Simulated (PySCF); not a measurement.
# CdH at UHF-CCSD(T)

Level: UHF-CCSD(T). PySCF, scalar-relativistic core potentials, basis sets Cd def2-SVPD with ECP28, H def2-SVPD.

```
state                          : ²Σ⁺ (doublet), unpaired electrons σ ↑
bond length                    : 1.760 Å
harmonic wavenumber            : 1438 cm⁻¹
force constant                 : 1.22 mdyn/Å
rotational constant Be         : 5.449 cm⁻¹
anharmonicity ωexe             : 46.7 cm⁻¹
vibration–rotation constant αe : 0.222 cm⁻¹
well depth De to Cd + H        : 76 kJ/mol
dissociation energy D0         : 67 kJ/mol
```

Correlated steps freeze no core orbitals. Correlated levels converge slowly with the basis: in double zeta they bind strong bonds too weakly, by up to about 1 eV, and carry superposition errors of some tenths. Spin–orbit coupling is left out. The state is the lowest determinant that a PBE0 search found; another state may lie lower at other levels.
